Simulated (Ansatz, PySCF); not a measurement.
Process, species as SMILES: [CH3][Ge]([CH3])([CH3])[NH2] → CC[N](C)[GeH3]
Geometries: B3LYP-D3(BJ)/def2-TZVP minima from Ansatz (a quantum-chemistry and plane-wave program), one conformer each, not searched for the lowest. Frequencies are from PySCF.

Wanted: isomerisation energy (0 K, with B3LYP-D3(BJ) harmonic zero-point energies), in kcal/mol. Correlated levels leave the core frozen unless marked. No spin-orbit coupling. The frozen core is the preceding noble-gas configuration, with the filled d and f shells of earlier blocks. No relativistic terms. Basis-set limits of correlation are two-point, X^-3; Hartree-Fock from the larger set.

| level | program | isomerisation energy (kcal/mol) |
|---|---|---|
| HF/STO-3G | Ansatz | 31.8 |
| LC-wPBE/def2-TZVPD | Ansatz | 38.0 |
| B2PLYP-D4/def2-TZVPD | Ansatz + dftd4 | 37.8 |
| MP2/cc-pVTZ | Ansatz | 40.3 |

**Question.** Predict the CCSD(T)/CBS(cc-pVTZ,cc-pVQZ) result (Ansatz).

**Answer.** 39.7 kcal/mol
